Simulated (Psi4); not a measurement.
trifluoroacetic acid (C₂HF₃O₂), singlet, geometry from GFN2-xTB; WB97X/STO-3G run with Psi4 1.11.

Psi4 was given this input:
```
memory 2 GB

molecule {
0 1
  O     1.58117628   -0.84821747    0.38900017
  C     0.94347052    0.23215721   -0.01055559
  O     1.42485188    1.27590560   -0.32008031
  C    -0.59069935   -0.04820435   -0.02532297
  F    -1.02806939   -0.38485394    1.19219374
  F    -1.27633644    1.01849029   -0.42372265
  F    -0.88562209   -1.05668212   -0.85174030
  H     2.54539899   -0.71781028    0.41333544
}

set basis sto-3g

energy('wb97x')
print_variables()
```

Write the output that Psi4 gives for this input, abridged.


```
   => Loading Basis Set <=

    Name: STO-3G
    Role: ORBITAL
    Keyword: BASIS

         ---------------------------------------------------------
                                   SCF
               by Justin Turney, Rob Parrish, Andy Simmonett
                          and Daniel G. A. Smith
                              RKS Reference
         ---------------------------------------------------------

  ==> Geometry <==

    Molecular point group: c1
    Full point group: C1

    Geometry (in Angstrom), charge = 0, multiplicity = 1:

       Center              X                  Y                   Z               Mass
    ------------   -----------------  -----------------  -----------------  -----------------
         O            1.631404879522    -0.850740857608     0.393330157395    15.994914619570
         C            0.993699119522     0.229633822392    -0.006225602605    12.000000000000
         O            1.475080479522     1.273382212392    -0.315750322605    15.994914619570
         C           -0.540470750478    -0.050727737608    -0.020992982605    12.000000000000
         F           -0.977840790478    -0.387377327608     1.196523727395    18.998403162730
         F           -1.226107840478     1.015966902392    -0.419392662605    18.998403162730
         F           -0.835393490478    -1.059205507608    -0.847410312605    18.998403162730
         H            2.595627589522    -0.720333667608     0.417665427395     1.007825032230

  Running in c1 symmetry.

  Rotational constants: A =      0.13000  B =      0.08227  C =      0.06846 [cm^-1]
  Rotational constants: A =   3897.28127  B =   2466.44324  C =   2052.32370 [MHz]
  Nuclear repulsion =  336.750322836138992

  Charge       = 0
  Multiplicity = 1
  Electrons    = 56
  Nalpha       = 28
  Nbeta        = 28

  ==> Algorithm <==

  SCF Algorithm Type is DF.
  DIIS enabled.
  MOM disabled.
  Fractional occupation disabled.
  Guess Type is SAD.
  Energy threshold   = 1.00e-06
  Density threshold  = 1.00e-06
  Integral threshold = 1.00e-12

  ==> Primary Basis <==

  Basis Set: STO-3G
    Blend: STO-3G
    Number of shells: 22
    Number of basis functions: 36
    Number of Cartesian functions: 36
    Spherical Harmonics?: true
    Max angular momentum: 1

  ==> DFT Potential <==

   => LibXC <=

    Version 7.1.2
    S. Lehtola, C. Steigemann, M. J. T. Oliveira, and M. A. L. Marques,  SoftwareX 7, 1–5 (2018) (10.1016/j.softx.2017.11.002)

   => Composite Functional: WB97X <=

    wB97X Hyb-GGA Exchange-Correlation Functional

    J.-D. Chai and M. Head-Gordon,  J. Chem. Phys. 128, 084106 (2008) (10.1063/1.2834918)

    Deriv               =              1
    GGA                 =           TRUE
    Meta                =          FALSE

    Exchange Hybrid     =           TRUE
    MP2 Hybrid          =          FALSE

   => Exchange-Correlation Functionals <=

    1.0000   wB97X range-separated functional

   => Exact (HF) Exchange <=

    0.8423            HF,LR [omega = 0.3000]
    0.1577               HF

   => LibXC Density Thresholds  <==

    XC_HYB_GGA_XC_WB97X:  1.00E-14

   => Molecular Quadrature <=

    Radial Scheme          =       TREUTLER
    Pruning Scheme         =           NONE
    Nuclear Scheme         =       TREUTLER

    Blocking Scheme        =         OCTREE
    BS radius alpha        =              1
    Pruning alpha          =              1
    Radial Points          =             75
    Spherical Points       =            302
    Total Points           =         169588
    Total Blocks           =           1320
    Max Points             =            256
    Max Functions          =             32
    Weights Tolerance      =       1.00E-15

   => Loading Basis Set <=

    Name: (STO-3G AUX)
    Role: JKFIT
    Keyword: DF_BASIS_SCF

  ==> Integral Setup <==

  SCF_SUBTYPE=INCORE selected. In-core MEM_DF algorithm will be used.
  Using in-core AOs.

  ==> MemDFJK: Density-Fitted J/K Matrices <==

    J tasked:                   Yes
    K tasked:                   Yes
    wK tasked:                  Yes
    Omega:                3.000E-01
    Algorithm:                 Core
    Schwarz Cutoff:           1E-12
    Mask sparsity (%):       2.3148
    Fitting Condition:        1E-10

   => Auxiliary Basis Set <=

  Basis Set: (STO-3G AUX)
    Blend: DEF2-UNIVERSAL-JKFIT
    Number of shells: 181
    Number of basis functions: 553
    Number of Cartesian functions: 663
    Spherical Harmonics?: true
    Max angular momentum: 4

  Minimum eigenvalue in the overlap matrix is 2.2938075420E-01.
  Reciprocal condition number of the overlap matrix is 1.1149049296E-01.
    Using symmetric orthogonalization.

  ==> Pre-Iterations <==

  SCF Guess: Superposition of Atomic Densities via on-the-fly atomic UHF (no occupation information).

   -------------------------
    Irrep   Nso     Nmo
   -------------------------
     A         36      36
   -------------------------
    Total      36      36
   -------------------------

  ==> Iterations <==

                           Total Energy        Delta E     RMS |[F,P]|

   @DF-RKS iter SAD:  -517.05484739192434   -5.17055e+02   0.00000e+00
   @DF-RKS iter   1:  -519.01286223302020   -1.95801e+00   1.84878e-02 ADIIS/DIIS
   @DF-RKS iter   2:  -519.02867500529192   -1.58128e-02   2.10742e-02 ADIIS/DIIS
   @DF-RKS iter   3:  -519.29818435950028   -2.69509e-01   3.22194e-03 ADIIS/DIIS
   @DF-RKS iter   4:  -519.30568676479550   -7.50241e-03   8.82954e-04 ADIIS/DIIS
   @DF-RKS iter   5:  -519.30628293417487   -5.96169e-04   9.73756e-05 DIIS
   @DF-RKS iter   6:  -519.30629434983450   -1.14157e-05   3.26046e-05 DIIS
   @DF-RKS iter   7:  -519.30629611161169   -1.76178e-06   9.13763e-06 DIIS
   @DF-RKS iter   8:  -519.30629622167862   -1.10067e-07   1.33589e-06 DIIS
   @DF-RKS iter   9:  -519.30629622445554   -2.77691e-09   1.70405e-07 DIIS
  Energy and wave function converged.

  ==> Post-Iterations <==

   Electrons on quadrature grid:
      Ntotal   =   55.9999845366 ; deviation = -1.546e-05

    Orbital Energies [Eh]
    ---------------------

    Doubly Occupied:

[...]
      28A     -0.258073

    Virtual:

[...]
    Final Occupation by Irrep:
              A
    DOCC [    28 ]
    NA   [    28 ]
    NB   [    28 ]

  @DF-RKS Final Energy:  -519.30629622445554

   => Energetics <=

    Nuclear Repulsion Energy =            336.7503228361389915
    One-Electron Energy =               -1392.4584233869518357
    Two-Electron Energy =                 579.8124409417040397
    DFT Exchange-Correlation Energy =     -43.4106366153467675
    Empirical Dispersion Energy =           0.0000000000000000
    VV10 Nonlocal Energy =                  0.0000000000000000
    Total Energy =                       -519.3062962244555365

Computation Completed

Properties will be evaluated at   0.000000,   0.000000,   0.000000 [a0]

Properties computed using the SCF density matrix

 Multipole Moments:

 ------------------------------------------------------------------------------------
     Multipole            Electronic (a.u.)      Nuclear  (a.u.)        Total (a.u.)
 ------------------------------------------------------------------------------------

 L = 1.  Multiply by 2.5417464519 to convert [e a0] to [Debye]
 Dipole X            :         -4.7226799            5.3154246            0.5927448
 Dipole Y            :         -0.0540491           -0.2670367           -0.3210858
 Dipole Z            :         -0.3113707            0.4582196            0.1468488
 Magnitude           :                                                    0.6899326

 ------------------------------------------------------------------------------------

  Variable Map:
  ----------------------------------------------------------------------------
[...]
  Array Variable Map:
  ----------------------------------------------------------------------------
[...]
[...]
```
